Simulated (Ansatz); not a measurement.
One elementary step

Start structure (CH6Ge, closed shell), relaxed at PBE0-D4/def2-TZVP:

```tsv
atom	x (Å)	y (Å)	z (Å)
Ge1	-0.8022	0.0752	0.9657
C2	0.6354	-0.8256	-0.1013
H3	-0.9765	1.4020	-0.6801
H4	-1.6480	1.0143	-0.6437
H5	0.0203	1.4143	1.2411
H6	1.2401	-0.1673	-0.7238
H7	0.2299	-1.6394	-0.7043
H8	1.3011	-1.2736	0.6464
```

The step: CH₄Ge ([CH3][GeH]) + H₂ → GeH₂ + CH₄; bonds formed: Ge1–H4, C2–H3; bonds broken: Ge1–C2, H3–H4. Program: Ansatz 0.2.0. Basis: def2-TZVPP and def2-QZVPP. Cores are frozen in the correlated methods. Filled d shells of the heavier atoms are correlated. The def2 sets are not built for correlating such inner shells, so the correlated values are less sure here. Extrapolation: Hartree–Fock as exp(−7.88 √X), correlation as X^−2.97. Energies below are by CCSD(T) at an estimated basis limit (MP2 extrapolated from triple and quadruple zeta, plus CCSD(T) − MP2 in triple zeta).

(1) What are the electronic barrier and the energy of the step, from the start structure to the end structure? (An estimate is asked for; the value comes from the calculation.)

T1 diagnostic: at most 0.012.

Answers

(1) By the calculation: Barrier 0.854 eV; step energy -0.357 eV (downhill); reverse barrier, their difference, 1.211 eV. Barrier and step energy count from the start structure, the reverse barrier from the end structure.

The saddle point: One imaginary mode of 1297i cm⁻¹.
| pair | start (Å) | saddle (Å) | end (Å) |
| --- | --- | --- | --- |
| Ge1–H4 | 2.05 | 1.72 | 1.60 |
| C2–H3 | 2.81 | 1.52 | 1.10 |
| Ge1–C2 | 2.00 | 2.22 | 2.85 |
| H3–H4 | 0.78 | 1.05 | 2.21 |

Zero-point energy (harmonic, PBE0-D4): ZPE is 1.538 eV at the start and 1.540 eV at the saddle, so the barrier goes from 0.854 to 0.856 eV.

Labels in which every atom is bracketed show which atoms are joined, not bond orders.

For scale, one of the runs: CCSD(T)/def2-TZVPP, 163 basis functions, launched by `ansatz run in.yaml --threads 2 --pin off --events-out ev --progress --plain --max-ram 4352MiB`. Hardware: 2 CPU threads of an Arm Neoverse V2, shared host. Wall time 23 s; peak host memory 1.2 GiB.
